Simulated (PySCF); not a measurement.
Two species compared at the same levels of theory.

First species: SnH2Me(OtBu), C5H14OSn.
Cartesian coordinates in Å at the PBE0-D3(BJ)/def2-SVP level; atoms count from 1:
```xyz
21
C5H14OSn angstrom
Sn     0.4913    1.9358    0.2935
H      0.4930    1.9997    2.0128
H      2.1020    1.9676   -0.3116
C     -0.7635    3.4198   -0.5932
H     -0.4367    4.4270   -0.2999
H     -1.7985    3.2616   -0.2613
H     -0.7192    3.3278   -1.6869
O     -0.4112    0.2628   -0.3171
C     -0.0475   -1.0662   -0.0050
C     -0.1342   -1.3090    1.5016
C     -1.0629   -1.9436   -0.7337
C      1.3629   -1.3703   -0.5105
H      0.0693   -2.3610    1.7528
H      0.5981   -0.6904    2.0459
H     -1.1388   -1.0503    1.8684
H     -2.0783   -1.7061   -0.3841
H     -0.8699   -3.0137   -0.5623
H     -1.0199   -1.7437   -1.8144
H      2.1130   -0.7545    0.0127
H      1.4328   -1.1512   -1.5866
H      1.6314   -2.4258   -0.3506
```

Second species: Be(NH2)2.
Bonds: Be1–N2, Be1–N5. Hydrogens: H3, H4 on N2; H6, H7 on N5.

Levels: wB97X-D/def2-SVPD for HOMO energy, LUMO energy, HOMO–LUMO gap and static isotropic polarisability; TDDFT wB97X-D/def2-SVPD for lowest singlet excitation; TDA wB97X-D/def2-SVPD for lowest triplet excitation (Tamm–Dancoff). Geometries: PBE0-D3(BJ)/def2-SVP. All species are isolated and taken at one optimised geometry (atoms past krypton carry core potentials, spin–orbit coupling is left out). Electronic properties by PySCF.

Q: Which of the two has the higher static isotropic polarisability, and by how much?

A: The first: 106.4 au against 33.8 au, a difference of 72.6 au.

Q: Which of the two has the higher HOMO energy, and by how much?

A: The second: -9.05 eV against -9.16 eV, a difference of 0.11 eV.

Q: Which of the two has the higher HOMO–LUMO gap, and by how much?

A: The second: 10.85 eV against 10.65 eV, a difference of 0.20 eV.

Q: Which has the higher LUMO energy?

A: The second: 1.80 eV against 1.49 eV, a difference of 0.31 eV.

Q: Which of the two has the higher T1 energy, and by how much?

A: The second: 5.91 eV against 5.77 eV, a difference of 0.14 eV.

On the first: S1 lies 4.47 eV below the HOMO–LUMO gap; its leading configuration is HOMO→LUMO, weight 0.62. No computed singlet falls in the visible range (750 to 380 nm, 1.65 to 3.26 eV); S1 lies 2.92 eV above its blue end. Atoms past krypton carry effective core potentials; spin–orbit coupling is left out.

On the second: The polarisability is 5.00 Å³ as a volume (1 au = 0.148185 Å³), or 1.53 au for each of the 22 electrons. S1 lies 4.69 eV below the HOMO–LUMO gap.

One conformer stands for the species.
